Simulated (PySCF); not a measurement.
NICS in isomers of C7H7FOS.

Probes without a nucleus sit at each ring's centroid and 1 Å off its mean plane on both sides; NICS is minus the shielding there, NICSzz its component along the normal. Level: GIAO PBE0/pcSseg-1 (PySCF, non-relativistic, gas phase) on the GFN2-xTB geometries, one conformer each. Atom numbers follow the mapped SMILES.

Question: Order these rings by mean NICS(1)zz, lowest (most negative) first (ppm).
A. ring C2–C3–C4–S8–C9 in `[CH3:1][c:2]1[cH:3][c:4]([C:5](=[O:6])[F:7])[s:8][c:9]1[CH3:10]`
B. ring C4–C5–O6–C7–C8–C9 in `[CH3:1][C@@H:2]([F:3])[c:4]1[cH:5][o:6][cH:7][cH:8][c:9]1=[S:10]`
C. ring C3–C4–C5–S6–C7 in `[CH3:1][CH2:2][c:3]1[cH:4][cH:5][s:6][c:7]1[C:8](=[O:9])[F:10]`

Answer: C (-24.4), A (-22.4), B (-7.1).

```csv
SMILES,ring,NICS(0),NICS(1),NICS(1)zz,HOMA,rms pucker (Å),ring atoms with four or more neighbours
CCc1ccsc1C(=O)F,5-membered ring with S; formal bonds all aromatic,-11.9,-11.0,-24.4,0.86,0.00,0
Cc1cc(C(=O)F)sc1C,5-membered ring with S; formal bonds all aromatic,-11.3,-10.7,-22.4,0.88,0.00,0
C[C@@H](F)c1coccc1=S,6-membered ring with O; bonds drawn aromatic by RDKit's count,0.7,-4.0,-7.1,0.32,0.00,0
```

NICS(0) gives the same order. The isotropic NICS(1) gives the same order. HOMA uses Krygowski's 1993 parameters. NICS(1) and NICS(1)zz are means over the two faces.
